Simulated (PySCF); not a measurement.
Al(F)2(vinyl) (C2H3AlF2), SMILES C=[CH][Al]([F])[F].

Geometry: B3LYP-D3(BJ)/def2-SVP. The values are those of a single conformer.

The numbers are results of PBE/def2-TZVP (PySCF), not measurements.

Computed frontier levels, gap, dipole moment and polarisability:
```
Item                                                                                                            Value
---------------------------------------------------------------------------------------------  ----------------------
highest occupied level                                                                                       -7.45 eV
lowest empty level                                                                                           -2.35 eV
orbital gap                                                                                                   5.09 eV
dipole moment                                                                                                  2.44 D
quadrupole, principal values (traceless, Buckingham form, about the centre of nuclear charge)   -4.11, 0.13, 3.98 D·Å
mean static polarisability                                                                       46.1 bohr³ (6.83 Å³)
polarisability, principal values                                                               33.4, 43.9, 61.0 bohr³
```
